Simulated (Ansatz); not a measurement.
Al4B2. The state is a quintet with charge 0. Geometry B3LYP-D4/def2-SVP; atoms count from 1.

```xyz
6

B    -0.026    0.687   -0.768
B    -0.989   -0.092    0.280
Al    1.140    0.104    1.123
Al   -1.124   -1.020    2.094
Al   -0.855   -1.066   -1.577
Al    1.853    1.386   -1.153
```

At PBE0-D4/def2-TZVP a singlet of charge 0 lies 0.73 eV below the quintet, each at its own geometry. The structure comes from a short search, and lower isomers may exist.

Problem. Estimate the Mulliken populations from the PBE0/def2-TZVP orbitals of Ansatz.

Solution. 
```
atom  charge (e)  spin (α − β)
  B1       -0.17          0.52
  B2       -0.18          0.52
 Al3       -0.03          0.28
 Al4        0.12          0.93
 Al5        0.14          0.82
 Al6        0.12          0.93
```
Mulliken values and Mayer orders depend strongly on the basis.

Problem. Where does the spin sit?

Solution. Summed by element: B 1.04, Al 2.96, of 4 unpaired in all. Largest on single atoms: Al4 0.93, Al6 0.93, Al5 0.82.

Problem. And the Mayer bond orders between bonded heavy atoms (over 0.3)?

Solution. B1–B2 1.03 (1.62 Å); B1–Al3 0.45 (2.30 Å); B1–Al5 0.78 (2.10 Å); B1–Al6 0.93 (2.04 Å); B2–Al3 0.45 (2.30 Å); B2–Al4 0.93 (2.04 Å); B2–Al5 0.78 (2.10 Å); Al3–Al4 0.61 (2.71 Å); Al3–Al6 0.61 (2.71 Å).
